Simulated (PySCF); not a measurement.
AlBH₂NO (calculated)

Computed with PySCF 2.14.0. Calculation on a computer-drawn molecule: the log of a Hartree-Fock and frozen-core CCSD(T) single point meant for a local Hartree-Fock minimum, with one planted fault or none, to be diagnosed. Offsets are logged minus clean, where the clean run is the same molecule without the fault. The reference is restricted for singlets and unrestricted otherwise, and also for a bond in bohr or an excited solution. Adding or removing an electron swaps singlet and doublet. The excited solution moves the top pair (singlet) or top alpha electron (doublet) to the lowest empty orbital. Highest occupied and lowest empty are orbital energies over both spins, largest force is the largest gradient component, triples share is (T) over the correlation energy, the T1 limit is 0.02 restricted and 0.045 unrestricted, electrons count all cores, a negative frequency is imaginary (commonest isotopes), and the dipole is about the centre of nuclear charge.

Entry: AlBH₂NO

Logged structure:
```xyz
6
AlBH2NO
N      1.8741    -0.7973     1.0647
B      0.7129    -0.7906     1.4832
O     -0.5211    -0.7910     1.9303
Al    -1.9489    -1.3502     2.6797
H      2.7932    -0.7650     0.7206
H     -3.1553    -0.3176     2.6873
```

* meant charge: 0
* meant multiplicity: 2
* meant basis: cc-pV(D+d)Z
* logged electrons: 35
* logged basis functions: 75
* logged SCF converged: yes
* logged spin squared: 0.7566
* logged highest occupied: -8.7868 eV
* logged lowest empty: 0.77927 eV
* logged largest force: 1.977e-05 hartree/bohr
* logged lowest frequency: 60.626 cm⁻¹
* logged T1 diagnostic: 0.017887
* logged D1 diagnostic: 0.049221
* logged triples share: 0.029407
* logged CC converged: yes
* logged dipole magnitude: 1.9261 debye
* logged SCF stable within its kind: yes
* logged energy HF: -397.16387 hartree
* logged energy CCSD(T): -397.65985 hartree
* possible faults: no fault, one electron removed, one electron added, multiplicity raised by two, geometry at a saddle point, SCF held on an excited solution, minimal basis STO-3G, one bond length entered in bohr, all coordinates scaled
* planted fault: withheld

Drawn bonds:
```csv
atom,other atom,order
1,2,2
2,3,1
3,4,1
1,5,1
4,6,1
```

## Withheld values
1. Give the missing planted fault for AlBH₂NO.

Calculated values
1. no fault

Further results for AlBH₂NO:

* HF energy offset from clean run: 0 kcal/mol
* CCSD(T) energy offset from clean run: 0 kcal/mol
